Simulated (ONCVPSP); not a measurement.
**Transferability test, ONCV potential for Mn**

```
Element                 : Mn
Generator               : ONCVPSP 4.0.1
Type                    : optimised norm-conserving Vanderbilt (ONCV)
Functional              : PW91
Relativity              : fully relativistic
Frozen core             : [Ne]
Valence charge          : 15
Reference configuration : 3s2 3p6 3d5 4s1 (charge +1)
Partial waves           : 3s+4s: rc 1.40 bohr, ncon 4, nbas 7, qcut 10.2 1/bohr, 2 projectors; 3p: rc 0.90 bohr, ncon 4, nbas 9, qcut 10.9 1/bohr, 2 projectors, debl 2 Ha; 3d: rc 1.55 bohr, ncon 5, nbas 10, qcut 10.6 1/bohr, 1 projector; f scattering state at 0.15 Ha: rc 1.22 bohr, ncon 4, nbas 8, qcut 6.7 1/bohr, 2 projectors, debl 1.1 Ha
Local potential         : polynomial inside 0.90 bohr (lpopt 5, dvloc0 1 Ha)
Core correction         : none
```

Open shells are filled in proportion to 2j + 1.

In the p channel the program set the typed energies aside and used -2.295, 0.250 Ha (j = l + 1/2; the other j can differ).

Energies are relative to the spin-unpolarised reference configuration 3s2 3p6 3d5 4s1; without spin polarisation the order of configurations can differ from experiment.

```tsv
valence configuration	charge	ΔE all-electron (eV)	error AE − PS (meV)
3s2 3p6 3d5 4s2	0	-8.475	+0.8
3s2 3p6 3d5 4s0	+2	15.641	+1.6
3s2 3p6 3d4 4s0	+3	48.261	+9.3
3s2 3p6 3d3 4s0	+4	99.142	+176
```

Levels in the configuration 3s2 3p6 3d3 4s0:

| level | all-electron (eV) | pseudo (eV) |
| --- | --- | --- |
| 3s j=1/2 | -142.542 | -142.573 |
| 3p j=3/2 | -110.282 | -110.231 |
| 3p j=1/2 | -111.648 | -111.590 |
| 3d j=5/2 | -60.788 | -60.463 |
| 3d j=3/2 | -60.949 | -60.620 |
